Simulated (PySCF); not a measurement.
# SnH₂⁺, doublet: data card

All numbers come from UPBE0/[Sn def2-TZVP with ECP28, H def2-TZVP], scalar-relativistic core potentials, density fitting, no spin–orbit coupling, PySCF.

The structure is a minimum.

Coordinates in bohr (charge 1 multiplicity 2):
```
Sn    0.0000    0.0000   -0.0261
H     2.8255    0.0000    1.6003
H    -2.8255    0.0000    1.6003
```

- Point group: C2v
- Bond lengths: Sn–H 1.725 Å (×2)
- Bond angles: H–Sn–H 120.1°
- Enthalpy at 298.15 K above 0 K: 10.24 kJ/mol
- Rotational symmetry number: 2
- Highest occupied level (α): -13.55 eV
- Spin squared ⟨S²⟩: 0.754
- Rotational constants: 11.48, 3.741, 2.822 cm⁻¹
- Principal polarisabilities: 24.5, 27.6, 38.3 bohr³
- Dipole moment about the centre of mass: 0.24 D
- Entropy at 298.15 K and 1 bar (electronic part: spin only): 234.0 J/(mol K)
- Lowest empty level (β): -10.33 eV
- Principal quadrupole moments (Buckingham, traceless) about the centre of mass: -1.51, -0.88, 2.39 D Å
- Heat capacity Cp at 298.15 K: 37.1 J/(mol K)
- Zero-point energy: 26.0 kJ/mol

Harmonic modes (masses in u: Sn 119.902, H 1.008):
| symmetry | ω (cm⁻¹) | IR (km/mol) | μ (u) |
| --- | --- | --- | --- |
| a1 | 679 | 28.1 | 1.02 |
| a1 | 1787 | 2.0 | 1.01 |
| b2 | 1875 | 9.5 | 1.02 |

In C2v the vibrations span 2a1 + b2. Here b1 is antisymmetric to the molecular plane and b2 lies in it.

Charges (e):
```json
{"atom": "Sn1", "Mulliken": "0.75", "Löwdin": "0.95", "polar tensor": "1.08", "spin (Mulliken)": "0.67", "Mayer order to Sn1": "–"}
{"atom": "H2,3", "Mulliken": "0.12", "Löwdin": "0.02", "polar tensor": "-0.04", "spin (Mulliken)": "0.16", "Mayer order to Sn1": "0.89"}
```

Mulliken populations on Sn1 (electrons outside its core potential): s 3.68, p 7.49, d 10.06, f 0.01.

Only a few start shapes were tried, so a lower isomer may exist. With an element this heavy the missing spin–orbit coupling can shift these numbers.

The final relaxation and frequency run took 11 s on 2 threads of a shared Arm Neoverse V2 host, with 62 basis functions and 9 gradients; the process peaked at 0.65 GiB.
